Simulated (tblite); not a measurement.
Parent: `[SiH3:1][NH:2][SiH:3]1[CH:4]=[CH:5][CH:6]=[CH:7]1` with Si1–N2–Si3–C4 -172°, C4H9NSi2.

The geometries are computed with GFN2-xTB (gas phase). One conformer each, not checked by frequencies here.

```
coordinate of the parent    value
                  Si1–N2  1.732 Å
                  N2–Si3  1.732 Å
                  Si3–C4  1.887 Å
                   C4=C5  1.336 Å
                   C5–C6  1.458 Å
                   C6=C7  1.337 Å
                  Si3–C7  1.891 Å
              Si1–N2–Si3   127.8°
               N2–Si3–C4   112.5°
               N2–Si3–C7   117.8°
               C4–Si3–C7    89.0°
               Si3–C4–C5   109.1°
                C4–C5–C6   116.5°
                C5–C6–C7   116.4°
               Si3–C7–C6   109.0°
```

Q: How does the shared frame change in `[CH2:1]=[C:2]([CH3:3])[C:4]1=[CH:5][Si@H:6]([NH:7][SiH3:8])[CH:9]=[CH:10]1` with C1–C2–C4–C5 -154°, C5–Si6–N7–Si8 173°, C7H13NSi2? Atoms pair as Si1 = Si8, N2 = N7, Si3 = Si6, C4 = C5, C5 = C4, C6 = C10, C7 = C9 (parent first).

A: 
| parent | relative | value in the relative | change |
| --- | --- | --- | --- |
| Si1–N2 | Si8–N7 | 1.731 Å | -0.001 |
| N2–Si3 | N7–Si6 | 1.733 Å | +0.001 |
| Si3–C4 | Si6–C5 | 1.880 Å | -0.007 |
| C4=C5 | C5=C4 | 1.348 Å | +0.012 |
| C5–C6 | C4–C10 | 1.470 Å | +0.012 |
| C6=C7 | C10=C9 | 1.335 Å | -0.002 |
| Si3–C7 | Si6–C9 | 1.888 Å | -0.003 |
| Si1–N2–Si3 | Si8–N7–Si6 | 127.5° | -0.3 |
| N2–Si3–C4 | N7–Si6–C5 | 112.5° | 0.0 |
| N2–Si3–C7 | N7–Si6–C9 | 117.8° | 0.0 |
| C4–Si3–C7 | C5–Si6–C9 | 88.9° | -0.1 |
| Si3–C4–C5 | Si6–C5–C4 | 110.2° | +1.1 |
| C4–C5–C6 | C5–C4–C10 | 114.7° | -1.8 |
| C5–C6–C7 | C4–C10–C9 | 117.0° | +0.6 |
| Si3–C7–C6 | Si6–C9–C10 | 109.2° | +0.2 |

Of the parent's bonds, C4–C5 and C5–C6 change most and about equally (+0.012 Å). Bonds of the relative outside the shared frame: C1=C2 1.332, C2–C3 1.502, C2–C4 1.465 Å. Point group C1 → C1.

Q: How does the shared frame change in `[CH3:1][C:2](=[S:3])[C:4]1=[CH:5][Si@@H:6]([NH:7][SiH3:8])[CH:9]=[CH:10]1` with C1–C2–C4–C5 0°, C5–Si6–N7–Si8 -169°, C6H11NSSi2? Atoms pair as Si1 = Si8, N2 = N7, Si3 = Si6, C4 = C5, C5 = C4, C6 = C10, C7 = C9 (parent first).

A: 
| parent | relative | value in the relative | change |
| --- | --- | --- | --- |
| Si1–N2 | Si8–N7 | 1.736 Å | +0.004 |
| N2–Si3 | N7–Si6 | 1.729 Å | -0.003 |
| Si3–C4 | Si6–C5 | 1.889 Å | +0.002 |
| C4=C5 | C5=C4 | 1.354 Å | +0.018 |
| C5–C6 | C4–C10 | 1.470 Å | +0.012 |
| C6=C7 | C10=C9 | 1.334 Å | -0.003 |
| Si3–C7 | Si6–C9 | 1.887 Å | -0.004 |
| Si1–N2–Si3 | Si8–N7–Si6 | 127.9° | +0.1 |
| N2–Si3–C4 | N7–Si6–C5 | 111.2° | -1.3 |
| N2–Si3–C7 | N7–Si6–C9 | 118.6° | +0.8 |
| C4–Si3–C7 | C5–Si6–C9 | 88.7° | -0.3 |
| Si3–C4–C5 | Si6–C5–C4 | 109.9° | +0.8 |
| C4–C5–C6 | C5–C4–C10 | 114.8° | -1.7 |
| C5–C6–C7 | C4–C10–C9 | 116.8° | +0.4 |
| Si3–C7–C6 | Si6–C9–C10 | 109.6° | +0.6 |

Of the parent's bonds, C4–C5 changes most (+0.018 Å). Bonds of the relative outside the shared frame: C1–C2 1.495, C2=S3 1.641, C2–C4 1.446 Å. Point group C1 → C1.

Q: How does the shared frame change in `[CH:1]#[C:2][C:3]1=[CH:4][Si@@H:5]([NH:6][SiH3:7])[CH:8]=[CH:9]1` with C4–Si5–N6–Si7 -83°, C6H9NSi2? Atoms pair as Si1 = Si7, N2 = N6, Si3 = Si5, C4 = C8, C5 = C9, C6 = C3, C7 = C4 (parent first).

A: 
```csv
parent,relative,value in the relative,change
Si1–N2,Si7–N6,1.732 Å,0.000
N2–Si3,N6–Si5,1.731 Å,-0.001
Si3–C4,Si5–C8,1.888 Å,+0.001
C4=C5,C8=C9,1.333 Å,-0.003
C5–C6,C9–C3,1.469 Å,+0.011
C6=C7,C3=C4,1.348 Å,+0.011
Si3–C7,Si5–C4,1.886 Å,-0.005
Si1–N2–Si3,Si7–N6–Si5,127.2°,-0.6
N2–Si3–C4,N6–Si5–C8,112.3°,-0.2
N2–Si3–C7,N6–Si5–C4,118.0°,+0.2
C4–Si3–C7,C8–Si5–C4,89.2°,+0.2
Si3–C4–C5,Si5–C8–C9,109.5°,+0.4
C4–C5–C6,C8–C9–C3,116.1°,-0.4
C5–C6–C7,C9–C3–C4,116.1°,-0.3
Si3–C7–C6,Si5–C4–C3,109.0°,0.0
```

Of the parent's bonds, C5–C6 and C6–C7 change most and about equally (+0.011 Å). Bonds of the relative outside the shared frame: C1≡C2 1.202, C2–C3 1.411 Å. Point group C1 → C1.
